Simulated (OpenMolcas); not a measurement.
**How basis sets differ on CH2FNSi (SMILES FC1=N[SiH2]1)**

The species is CH2FNSi (6 atoms), meant as a singlet with charge 0. As SMILES, `FC1=N[SiH2]1`. The shape is that of a PBE0-D4/def2-TZVP optimisation.

```xyz
6

F     1.4231   -1.6083    0.8515
C     0.5130   -0.8154    0.3336
N    -0.6241   -1.1109   -0.1245
Si   -0.2844    0.6546   -0.2339
H     0.0017    1.2434   -1.5575
H    -0.9873    1.5727    0.6846
```

Each level gives the dipole moment (D). The values are calculated.

```
                             level           kind     program  value (D)  CPU time
B3LYP/6-31G* (spherical functions)  global hybrid  OpenMolcas       2.50      18 s
B3LYP/6-31G* (Cartesian functions)  global hybrid  OpenMolcas       2.50      20 s
                    B3LYP/def2-SVP  global hybrid  OpenMolcas       2.54      19 s
                   B3LYP/6-311+G**  global hybrid  OpenMolcas       3.05      39 s
      B3LYP/pcseg-2 (RICD fitting)  global hybrid  OpenMolcas       2.91      57 s
```

The values span 2.50 to 3.05 D. Magnitudes only. CPU times are rough (shared hosts, several kinds of processor and program).
